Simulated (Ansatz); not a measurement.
## Worked example: C4H5F + GaHF → C4H5 + GaHF2

Species: C4H5F `CC#CCF`, singlet; GaHF `[F][GaH]`, doublet; C4H5 (but-2-yn-1-yl radical) `[CH2]C#CC`, doublet; GaHF2 `[F][GaH][F]`, singlet. A radical takes F: the energy is the difference in strength between the C–F bond broken and the Ga–F bond made.

Shapes, held fixed at every level: PBE0-D4/def2-TZVP. Programs: Ansatz 0.2.0. Electronic energies: no zero-point or thermal term.

At B2PLYP/def2-TZVPP; 1 Eh = 2625.50 kJ/mol:

```
species   energy (Eh)
  C4H5F   -255.114686
   GaHF  -2024.921615
   C4H5   -155.238347
  GaHF2  -2124.846775
```

Task: Work out ΔE of the reaction at this level.

Result: 
1. Products less reactants: (-155.238347) + (-2124.846775) − [(-255.114686) + (-2024.921615)] = -0.048821 Eh = -128.2 kJ/mol.

Other levels give -149.2 (HF/def2-TZVPP) to -110.9 kJ/mol (SPW92/def2-TZVPP). No measured value is set beside it here. Spin contamination: C4H5 (⟨S²⟩ up to 0.94). Open shells run unrestricted. Relativity is left out for Ga. Outer-core shells of Ga are correlated, in sets that cover them unevenly.
